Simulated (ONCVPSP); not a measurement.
# zinc, ONCV: configuration errors across variants

```json
{
 "Element": "zinc",
 "Generator": "ONCVPSP 4.0.1",
 "Type": "optimised norm-conserving Vanderbilt (ONCV)",
 "Functional": "PBE",
 "Relativity": "scalar-relativistic",
 "Frozen core": "[Ne]",
 "Valence charge": "20",
 "Reference configuration": "3s2 3p6 3d10 4s2",
 "Partial waves": "3s+4s: rc 0.90 bohr, ncon 4, nbas 8, qcut 12.4 1/bohr, 2 projectors; 3p: rc 1.10 bohr, ncon 3, nbas 6, qcut 11.2 1/bohr, 3 projectors, debl 1.6 Ha; 3d: rc 0.70 bohr, ncon 4, nbas 7, qcut 14.9 1/bohr, 3 projectors, debl 1 Ha",
 "Local potential": "polynomial inside 0.45 bohr (lpopt 5, dvloc0 0 Ha)",
 "Core correction": "polynomial model core, fcfact 0.45"
}
```

In the p channel the program set the typed energies aside and used -3.065, 0.250, 1.850 Ha.

All-electron excitation energies from the reference (eV): (1) 3s2 3p6 3d10 4s1 9.889; (2) 3s2 3p6 3d10 4s0 28.331; (3) 3s2 3p6 3d9 4s0 68.865; (4) 3s2 3p5 3d10 4s2 92.032.

A true bound ghost makes a file unfit for plane-wave use even where its test errors are small: the radial tests pick states by their node count and pass the ghost by.

Errors AE − PS in meV (a dash: test not solved or not reliable):

```json
{"change": "base", "(1)": "-0.3", "(2)": "-0.3", "(3)": "-4.4", "(4)": "+7.3", "bound ghosts": "d", "GHOST(+) flags above zero": "s, d"}
{"change": "d: debl 0.4", "(1)": "-0.3", "(2)": "-0.3", "(3)": "-4.4", "(4)": "+6.8", "bound ghosts": "d", "GHOST(+) flags above zero": "s, d"}
{"change": "d: debl 0.55", "(1)": "-0.3", "(2)": "-0.3", "(3)": "-4.4", "(4)": "+7.0", "bound ghosts": "d", "GHOST(+) flags above zero": "s, d"}
{"change": "d: debl 0.95", "(1)": "-0.3", "(2)": "-0.3", "(3)": "-4.4", "(4)": "+7.3", "bound ghosts": "d", "GHOST(+) flags above zero": "s, d"}
{"change": "d: debl 1.3", "(1)": "-0.3", "(2)": "-0.3", "(3)": "-4.3", "(4)": "+7.4", "bound ghosts": "d", "GHOST(+) flags above zero": "s, d"}
{"change": "d: debl 1.95", "(1)": "-0.3", "(2)": "-0.3", "(3)": "-3.9", "(4)": "+7.4", "bound ghosts": "d", "GHOST(+) flags above zero": "s, d"}
{"change": "d: debl 3.25", "(1)": "-0.2", "(2)": "+0.5", "(3)": "+9.1", "(4)": "-0.1", "bound ghosts": "d", "GHOST(+) flags above zero": "s, d"}
```

Task: Give the same row for: d: debl 4.9.

Result: -0.3, -0.3, -2.0, +8.1; bound ghosts: d; GHOST(+) flags above zero: s.
